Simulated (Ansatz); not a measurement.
Ansatz (a quantum-chemistry and plane-wave program) job for C6H6O, SMILES C1=C[C@H]2C=C[C@@H]1O2, PBE0-D3(BJ)/def2-SVP. 

Ansatz 0.2 input:
```yaml
crystal:
  periodic: [false, false, false]
  atoms:
    - {symbol: C, position_ang: [0.67171332, 1.24925265, 0.50285075]}
    - {symbol: C, position_ang: [-0.67171333, 1.24925265, 0.50285075]}
    - {symbol: C, position_ang: [-1.05859285, -0.00000001, -0.33775857]}
    - {symbol: C, position_ang: [-0.67171333, -1.24925264, 0.50285075]}
    - {symbol: C, position_ang: [0.67171332, -1.24925264, 0.50285076]}
    - {symbol: C, position_ang: [1.05859284, 0.00000000, -0.33775856]}
    - {symbol: O, position_ang: [0.00000001, -0.00000001, -1.30908053]}
    - {symbol: H, position_ang: [1.37129484, 1.91544593, 1.02313000]}
    - {symbol: H, position_ang: [-1.37129486, 1.91544593, 1.02312999]}
    - {symbol: H, position_ang: [-2.05407024, -0.00000000, -0.81759551]}
    - {symbol: H, position_ang: [-1.37129485, -1.91544592, 1.02313000]}
    - {symbol: H, position_ang: [1.37129485, -1.91544592, 1.02313001]}
    - {symbol: H, position_ang: [2.05407025, 0.00000001, -0.81759549]}
basis:
  gaussian:
    orbitals: def2-SVP
hamiltonian:
  xc: pbe0
  dispersion: d3bj
relax: {f_tol: 0.002, max_steps: 200}
```

Log of the run:

```
WARN ansatz: RAYON_NUM_THREADS=1 ignored (pool sized by the plan → 1); use --threads N
Functional definition: PBE0
integrals: 0.11 GiB planned
1480 factors; integrals over basis functions are off by at most 2.4e-4 eV
mean field: 0.62 GiB planned
mean field evaluation 1: about -8342.7350 eV, gradient 4.6e1 eV
mean field evaluation 2: about -8342.4921 eV, gradient 4.9e1 eV
mean field evaluation 4: about -8348.1200 eV, gradient 2.4e0 eV
mean field evaluation 8: about -8348.1916 eV, gradient 2.1e-1 eV
mean field evaluation 16: about -8348.1917 eV, gradient 5.3e-5 eV
mean field -8348.19171964 eV, -306.7903870890 hartree, gradient 1.3e-5 eV, S^2 0.000000; 0 other end points of the search recorded, 0 dependent functions left out
the calculation of the forces begins
reference -8348.19174695 eV, -306.7903880927 hartree; 25, 25 occupied and 103, 103 virtual orbitals, 1480 factors
relax step   1: F+E_penalty+E_count = -8348.47769661 eV  Δ(F+E_penalty+E_count) = +0.000e0 eV  max|allowed force component| = 8.854e-1 eV/Å  Δτ_max = 0.0000 Å  (29 SCF iters, accepted)
these checks for a lower state are left out or cut short: starts, cluster_reference, orbital_swaps, neighbouring_geometries, increment
integrals: 0.11 GiB planned
1480 factors; integrals over basis functions are off by at most 2.3e-4 eV
mean field: 0.62 GiB planned
mean field -8348.22041129 eV, -306.7914414877 hartree, gradient 8.0e-6 eV, S^2 0.000000; 0 other end points of the search recorded, 0 dependent functions left out
the calculation of the forces begins
reference -8348.22043843 eV, -306.7914424853 hartree; 25, 25 occupied and 103, 103 virtual orbitals, 1480 factors
relax step   2: F+E_penalty+E_count = -8348.50693264 eV  Δ(F+E_penalty+E_count) = -2.924e-2 eV  max|allowed force component| = 3.494e-1 eV/Å  Δτ_max = 0.0158 Å  (33 SCF iters, accepted)
these checks for a lower state are left out or cut short: starts, cluster_reference, orbital_swaps, neighbouring_geometries, increment
integrals: 0.11 GiB planned
1480 factors; integrals over basis functions are off by at most 2.2e-4 eV
mean field: 0.62 GiB planned
mean field evaluation 32: about -8348.2239 eV, gradient 7.9e-6 eV
mean field -8348.22392812 eV, -306.7915707289 hartree, gradient 7.9e-6 eV, S^2 0.000000; 0 other end points of the search recorded, 0 dependent functions left out
the calculation of the forces begins
reference -8348.22395517 eV, -306.7915717229 hartree; 25, 25 occupied and 103, 103 virtual orbitals, 1480 factors
relax step   3: F+E_penalty+E_count = -8348.51076334 eV  Δ(F+E_penalty+E_count) = -3.831e-3 eV  max|allowed force component| = 6.870e-2 eV/Å  Δτ_max = 0.0081 Å  (33 SCF iters, accepted)
these checks for a lower state are left out or cut short: starts, cluster_reference, orbital_swaps, neighbouring_geometries, increment
integrals: 0.11 GiB planned
1480 factors; integrals over basis functions are off by at most 2.2e-4 eV
mean field: 0.62 GiB planned
mean field -8348.22405615 eV, -306.7915754341 hartree, gradient 1.3e-5 eV, S^2 0.000000; 0 other end points of the search recorded, 0 dependent functions left out
the calculation of the forces begins
reference -8348.22408321 eV, -306.7915764283 hartree; 25, 25 occupied and 103, 103 virtual orbitals, 1480 factors
relax step   4: F+E_penalty+E_count = -8348.51086644 eV  Δ(F+E_penalty+E_count) = -1.031e-4 eV  max|allowed force component| = 1.669e-2 eV/Å  Δτ_max = 0.0015 Å  (25 SCF iters, accepted)
these checks for a lower state are left out or cut short: starts, cluster_reference, orbital_swaps, neighbouring_geometries, increment
integrals: 0.11 GiB planned
1480 factors; integrals over basis functions are off by at most 2.2e-4 eV
mean field: 0.62 GiB planned
mean field -8348.22406596 eV, -306.7915757944 hartree, gradient 6.4e-5 eV, S^2 0.000000; 0 other end points of the search recorded, 0 dependent functions left out
the calculation of the forces begins
reference -8348.22409301 eV, -306.7915767886 hartree; 25, 25 occupied and 103, 103 virtual orbitals, 1480 factors
relax step   5: F+E_penalty+E_count = -8348.51087676 eV  Δ(F+E_penalty+E_count) = -1.032e-5 eV  max|allowed force component| = 2.503e-3 eV/Å  Δτ_max = 0.0006 Å  (21 SCF iters, accepted)
these checks for a lower state are left out or cut short: starts, cluster_reference, orbital_swaps, neighbouring_geometries, increment
integrals: 0.11 GiB planned
1480 factors; integrals over basis functions are off by at most 2.2e-4 eV
mean field: 0.62 GiB planned
mean field -8348.22406619 eV, -306.7915758030 hartree, gradient 9.9e-6 eV, S^2 0.000000; 0 other end points of the search recorded, 0 dependent functions left out
the calculation of the forces begins
reference -8348.22409324 eV, -306.7915767972 hartree; 25, 25 occupied and 103, 103 virtual orbitals, 1480 factors
relax step   6: F+E_penalty+E_count = -8348.51087700 eV  Δ(F+E_penalty+E_count) = -2.375e-7 eV  max|allowed force component| = 3.630e-4 eV/Å  Δτ_max = 0.0001 Å  (21 SCF iters, accepted)
integrals: 0.11 GiB planned
1480 factors; integrals over basis functions are off by at most 2.2e-4 eV
mean field: 0.62 GiB planned
mean field evaluation 64: about -8348.2241 eV, gradient 1.1e-3 eV
mean field -8348.22406619 eV, -306.7915758030 hartree, gradient 9.9e-6 eV, S^2 0.000000; 1 other end points of the search recorded, 0 dependent functions left out
the calculation of the forces begins
reference -8348.22409324 eV, -306.7915767972 hartree; 25, 25 occupied and 103, 103 virtual orbitals, 1480 factors
Total energy: -8348.51090405 eV, -306.8021168999 hartree
Atom 0 at     0.666209     1.241412     0.500790 Å, force    -0.000017    -0.000207     0.000165 eV/Å
Atom 1 at    -0.666209     1.241412     0.500790 Å, force     0.000017    -0.000207     0.000165 eV/Å
Atom 2 at    -1.049656    -0.000000    -0.333816 Å, force    -0.000363    -0.000000    -0.000194 eV/Å
Atom 3 at    -0.666209    -1.241412     0.500790 Å, force     0.000017     0.000207     0.000165 eV/Å
Atom 4 at     0.666209    -1.241412     0.500790 Å, force    -0.000017     0.000207     0.000165 eV/Å
Atom 5 at     1.049656    -0.000000    -0.333816 Å, force     0.000363    -0.000000    -0.000194 eV/Å
Atom 6 at     0.000000    -0.000000    -1.288181 Å, force    -0.000000     0.000000    -0.000025 eV/Å
Atom 7 at     1.359937     1.906255     1.014328 Å, force     0.000073    -0.000003    -0.000077 eV/Å
Atom 8 at    -1.359937     1.906255     1.014328 Å, force    -0.000073    -0.000003    -0.000077 eV/Å
Atom 9 at    -2.037624     0.000000    -0.810262 Å, force     0.000088     0.000000     0.000031 eV/Å
Atom 10 at    -1.359937    -1.906255     1.014328 Å, force    -0.000073     0.000003    -0.000077 eV/Å
Atom 11 at     1.359937    -1.906255     1.014328 Å, force     0.000073     0.000003    -0.000077 eV/Å
Atom 12 at     2.037624     0.000000    -0.810262 Å, force    -0.000088     0.000000     0.000031 eV/Å
Dipole moment:    -0.000000     0.000000     0.380410 e Å
```

The calculation finished and met its thresholds.
